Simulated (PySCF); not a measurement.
Species: C6H10N2 (charge +1 and doublet state).
Z-matrix (Å and degrees, GFN2-xTB geometry), rows numbered from 1:
```
C 
C   1  1.5007
C   2  1.5354  1  110.27
N   3  1.4441  2  108.55  1    59.22
C   4  1.3426  3  130.23  2   137.08
C   5  1.3856  4  107.48  3   178.00
C   6  1.3946  5  105.68  4     0.79
N   7  1.3217  6  107.68  5    -2.16
H   1  1.0860  2  114.53  3  -160.02
H   1  1.0883  2  113.75  3    69.03
H   1  1.1681  2  104.34  3   -43.93
H   2  1.0921  1  111.16  3   122.22
H   2  1.0953  1  109.76  3  -119.09
H   3  1.0957  2  110.31  1   -60.56
H   3  1.0903  2  111.19  1   178.65
H   5  1.0717  4  122.33  3    -0.98
H   6  1.0704  5  127.85  4  -179.84
H   7  1.0709  6  130.08  5   179.19
```

The hyperfine couplings belong to this conformer and change with its torsions.

Identity: `CCCN1[CH+][CH]C=N1` [radical] (charge +1).

Method used: PySCF 2.14.0, UKS B3LYP, pcH-1 on C H N, non-relativistic, mean-field spin-orbit, GIAO. Geometry: GFN2-xTB, one conformer, isolated ion. Couplings are sensitive to structure, and on GFN2-xTB geometries they can be far from those on DFT ones, by a factor of two or more for some ions and for spin on atoms past the first row. No stability test was run, so a lower SCF solution isn't excluded.

Q: Match the computed a_iso(14N) values +161.1, +6.7 MHz with the sites N4; N8.

A: 
| site | a_iso (MHz) | ρ(0) (bohr⁻³) | position | distance from N8 (Å) | spin population | largest \|T\| (MHz) |
| --- | --- | --- | --- | --- | --- | --- |
| N4 | +6.7 | +0.0208 | 1 bond from N8 | 1.32 | -0.01 | 2.9 |
| N8 | +161.1 | +0.4987 | largest spin population | 0.00 | +0.43 | 41.3 |

Q: The isotropic 1H couplings, averaged over equivalent nuclei, are +83.3, +52.9, +12.2, +8.6, -2.9, +1.1 MHz. Assign them to H9/H10/H11; H12/H13; H14/H15; H16; H17; H18.

A: 
```tsv
site	a_iso (MHz)	ρ(0) (bohr⁻³)	position	distance from N8 (Å)	bound to	spin population there	largest |T| (MHz)
H9/H10/H11	+83.3	+0.0186	1 bond from C1	2.60	C1	+0.38	43.3
H12/H13	+52.9	+0.0118	2 bonds from C1	3.48	C2	-0.01	6.0
H14/H15	-2.9	-0.0006	3 bonds from C1	3.04	C3	+0.02	3.9
H16	+1.1	+0.0002	3 bonds from N8	3.19	C5	+0.06	4.8
H17	+12.2	+0.0027	3 bonds from N8	3.23	C6	+0.02	4.0
H18	+8.6	+0.0019	2 bonds from N8	2.10	C7	+0.02	9.4
```

ρ(0) is the spin density at the nucleus and T the dipolar tensor; entries for several nuclei are means. The largest Mulliken spin populations are on N8 (+0.43) and C1 (+0.38). Main spin sites, with 60 % or more of the largest population: C1, N8; positions count bonds from the nearest.

The spin density at the nucleus, in bohr⁻³, is negative for C2 (-0.0102), for instance. A restricted open-shell determinant has no negative spin density anywhere; here it arises because α and β orbitals differ (spin polarisation).

Means are taken over nuclei equivalent by connectivity, which assumes that they swap fast. The three 1H nuclei of mean +83.3 MHz run from 16.4 to 208.2 MHz in the frozen geometry. The 1H value of +52.9 MHz is a mean of couplings from 2.1 to 103.7 MHz in this one geometry, not an average over conformers.

The SMILES `CCCN1[CH+][CH]C=N1` draws the unpaired electron on C6, whose computed spin population is only +0.02.

Hardware: one thread of an Intel Xeon at 2.70 GHz, on a shared host. Cost: 2.2 min wall (grids of density and orbitals included), 1.1 GiB resident at most.
